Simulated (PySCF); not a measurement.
**Stretching KGe**

Set-up: K pcseg-1, Ge pcseg-1; no relativity (PySCF 2.14). Energies in eV from K + Ge in their ground configurations at the same level. State: ⁴Σ⁻ (quartet), unpaired electrons σ ↑, π ↑↑.

All columns are PBE0. A positive dipole means K(−)Ge(+).

```json
{"R (Å)": "2.642", "E (eV)": "-1.204", "μ (D)": "-7.91", "Mulliken charge on K (basis-dependent)": "0.59", "HOMO (eV)": "-4.06", "LUMO (eV)": "-1.23", "Mayer bond order": "0.72", "⟨S²⟩": "3.75"}
{"R (Å)": "2.765", "E (eV)": "-1.397", "μ (D)": "-8.33", "Mulliken charge on K (basis-dependent)": "0.60", "HOMO (eV)": "-3.98", "LUMO (eV)": "-1.30", "Mayer bond order": "0.70", "⟨S²⟩": "3.75"}
{"R (Å)": "2.888", "E (eV)": "-1.501", "μ (D)": "-8.73", "Mulliken charge on K (basis-dependent)": "0.60", "HOMO (eV)": "-3.88", "LUMO (eV)": "-1.36", "Mayer bond order": "0.70", "⟨S²⟩": "3.75"}
{"R (Å)": "2.980", "E (eV)": "-1.537", "μ (D)": "-9.02", "Mulliken charge on K (basis-dependent)": "0.59", "HOMO (eV)": "-3.81", "LUMO (eV)": "-1.41", "Mayer bond order": "0.71", "⟨S²⟩": "3.75"}
{"R (Å)": "3.072", "E (eV)": "-1.547", "μ (D)": "-9.30", "Mulliken charge on K (basis-dependent)": "0.58", "HOMO (eV)": "-3.74", "LUMO (eV)": "-1.45", "Mayer bond order": "0.71", "⟨S²⟩": "3.75"}
{"R (Å)": "3.164", "E (eV)": "-1.535", "μ (D)": "-9.57", "Mulliken charge on K (basis-dependent)": "0.57", "HOMO (eV)": "-3.68", "LUMO (eV)": "-1.50", "Mayer bond order": "0.72", "⟨S²⟩": "3.75"}
{"R (Å)": "3.287", "E (eV)": "-1.497", "μ (D)": "-9.91", "Mulliken charge on K (basis-dependent)": "0.57", "HOMO (eV)": "-3.61", "LUMO (eV)": "-1.56", "Mayer bond order": "0.72", "⟨S²⟩": "3.75"}
{"R (Å)": "3.441", "E (eV)": "-1.423", "μ (D)": "-10.29", "Mulliken charge on K (basis-dependent)": "0.56", "HOMO (eV)": "-3.54", "LUMO (eV)": "-1.64", "Mayer bond order": "0.71", "⟨S²⟩": "3.75"}
{"R (Å)": "3.625", "E (eV)": "-1.314", "μ (D)": "-10.68", "Mulliken charge on K (basis-dependent)": "0.55", "HOMO (eV)": "-3.47", "LUMO (eV)": "-1.72", "Mayer bond order": "0.69", "⟨S²⟩": "3.75"}
{"R (Å)": "3.871", "E (eV)": "-1.154", "μ (D)": "-11.06", "Mulliken charge on K (basis-dependent)": "0.53", "HOMO (eV)": "-3.42", "LUMO (eV)": "-1.83", "Mayer bond order": "0.66", "⟨S²⟩": "3.75"}
```

A fit through these points gives, at Re = 3.063 Å, μ = -9.27 D and dμ/dR = -2.99 D/Å; the reduced mass is 25.51 u.

Question: How strong is the fundamental in the double-harmonic approximation, I = 42.26·(dμ/dR)²/μred km/mol?

Answer: I = 42.26·(-2.99)²/25.51 = 14.8 km/mol at PBE0.

Spin–orbit coupling is left out. The state is the lowest determinant that a PBE0 search found; another state may lie lower at other levels.
